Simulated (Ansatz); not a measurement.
Ansatz (a first-principles code) input (CCSD(T)/aug-cc-pVDZ):

Ansatz 0.2 input:
```yaml
crystal:
  periodic: [false, false, false]
  atoms:
    - {symbol: C, position_ang: [2.33322710, -0.63363432, 0.06754451]}
    - {symbol: C, position_ang: [1.01607980, -0.01374382, 0.37280208]}
    - {symbol: N, position_ang: [0.05385408, -0.00670378, -0.62768891]}
    - {symbol: C, position_ang: [-1.20191540, 0.70459959, -0.42349828]}
    - {symbol: C, position_ang: [-2.11002271, 0.00680942, 0.58194725]}
    - {symbol: H, position_ang: [2.26722227, -1.72143879, -0.09502676]}
    - {symbol: H, position_ang: [2.77729479, -0.20756772, -0.83981337]}
    - {symbol: H, position_ang: [3.03618352, -0.46740472, 0.88426919]}
    - {symbol: H, position_ang: [0.63435691, -0.04891034, 1.38439800]}
    - {symbol: H, position_ang: [0.43810727, 0.11793973, -1.55336794]}
    - {symbol: H, position_ang: [-1.01898275, 1.73867808, -0.09793344]}
    - {symbol: H, position_ang: [-1.70635898, 0.75428597, -1.39005956]}
    - {symbol: H, position_ang: [-1.65795034, -0.02686473, 1.57382086]}
    - {symbol: H, position_ang: [-2.31335771, -1.01762860, 0.26652083]}
    - {symbol: H, position_ang: [-3.05770643, 0.54165229, 0.66824125]}
basis:
  gaussian:
    orbitals: aug-cc-pVDZ
magnetization: {spin_polarized: true, initial_magnetization: 1}
correlation: {method: ccsd_t, electrons: outside_noble_gas}
output: {forces: true}
```

Output:

```
Functional definition: HF
integrals: 1.77 GiB planned
2020 factors; integrals over basis functions are off by at most 7.5e-4 eV
0.95 GiB of device memory are held for the factors and their scratch space
mean field: 1.34 GiB planned
mean field evaluation 1: about -5756.1119 eV, gradient 3.0e1 eV
mean field evaluation 2: about -5756.1235 eV, gradient 3.0e1 eV
mean field evaluation 4: about -5761.1039 eV, gradient 3.4e0 eV
mean field evaluation 8: about -5761.2166 eV, gradient 2.5e-1 eV
mean field evaluation 16: about -5756.1096 eV, gradient 3.0e1 eV
mean field evaluation 32: about -5757.9273 eV, gradient 2.0e0 eV
mean field evaluation 64: about -5757.6311 eV, gradient 5.0e-2 eV
mean field evaluation 96: about -5757.4041 eV, gradient 2.9e0 eV
mean field -5761.21856066 eV, -211.7208770100 hartree, gradient 2.2e-6 eV, S^2 0.762748; 0 other end points of the search recorded, 0 dependent functions left out
5 core orbitals not correlated
reference -5761.21856066 eV, -211.7208770100 hartree; 16, 15 occupied and 184, 185 virtual orbitals, 2020 factors
densities: 15.20 GiB planned
second order -20.56816706 eV of doubles, -0.00000000 eV of singles
coupled cluster: 11.46 GiB planned
cycle   1  -21.70100771 eV  change    -1.1e0 eV  update   1.0e-1
cycle   2  -22.27446539 eV  change   -5.7e-1 eV  update   3.1e-2
cycle   3  -22.39499848 eV  change   -1.2e-1 eV  update   1.8e-2
cycle   4  -22.39632536 eV  change   -1.3e-3 eV  update   8.0e-3
cycle   5  -22.39517069 eV  change    1.2e-3 eV  update   4.3e-3
cycle   6  -22.39572396 eV  change   -5.5e-4 eV  update   1.7e-3
cycle   7  -22.39554106 eV  change    1.8e-4 eV  update   6.8e-4
cycle   8  -22.39562972 eV  change   -8.9e-5 eV  update   2.9e-4
cycle   9  -22.39567358 eV  change   -4.4e-5 eV  update   1.4e-4
cycle  10  -22.39560921 eV  change    6.4e-5 eV  update   7.2e-5
cycle  11  -22.39563182 eV  change   -2.3e-5 eV  update   3.8e-5
cycle  12  -22.39564965 eV  change   -1.8e-5 eV  update   1.9e-5
cycle  13  -22.39565961 eV  change   -1.0e-5 eV  update   9.5e-6
cycle  14  -22.39566543 eV  change   -5.8e-6 eV  update   4.4e-6
cycle  15  -22.39566531 eV  change    1.2e-7 eV  update   2.0e-6
perturbative correction -0.74260255 eV, -0.0272901404 hartree
the calculation of the forces begins
0.95 GiB of device memory are held for the factors and their scratch space
Total energy: -5784.35682852 eV, -212.5711926703 hartree
Atom 0 at     2.333227    -0.633634     0.067545 Å, force     0.123305    -0.149477    -0.100527 eV/Å
Atom 1 at     1.016080    -0.013744     0.372802 Å, force     0.106115     0.396630     0.208378 eV/Å
Atom 2 at     0.053854    -0.006704    -0.627689 Å, force    -0.251505    -0.433248    -0.301131 eV/Å
Atom 3 at    -1.201915     0.704600    -0.423498 Å, force    -0.008091     0.070018     0.108276 eV/Å
Atom 4 at    -2.110023     0.006809     0.581947 Å, force     0.083851    -0.011610    -0.047256 eV/Å
Atom 5 at     2.267222    -1.721439    -0.095027 Å, force    -0.057499    -0.407692    -0.051354 eV/Å
Atom 6 at     2.777295    -0.207568    -0.839813 Å, force     0.164098     0.193985    -0.366572 eV/Å
Atom 7 at     3.036184    -0.467405     0.884269 Å, force     0.294223     0.092030     0.367189 eV/Å
Atom 8 at     0.634357    -0.048910     1.384398 Å, force    -0.199683    -0.044510     0.489921 eV/Å
Atom 9 at     0.438107     0.117940    -1.553368 Å, force     0.164005     0.077444    -0.344975 eV/Å
Atom 10 at    -1.018983     1.738678    -0.097933 Å, force     0.082153     0.413587     0.139906 eV/Å
Atom 11 at    -1.706359     0.754286    -1.390060 Å, force    -0.212056     0.002608    -0.427067 eV/Å
Atom 12 at    -1.657950    -0.026865     1.573821 Å, force     0.214793    -0.002347     0.451511 eV/Å
Atom 13 at    -2.313358    -1.017629     0.266521 Å, force    -0.090794    -0.447524    -0.154564 eV/Å
Atom 14 at    -3.057706     0.541652     0.668241 Å, force    -0.412914     0.250107     0.028265 eV/Å
Dipole moment:    -0.103430     0.057712    -0.144546 e Å
```

It need not be the lowest isomer of its formula.
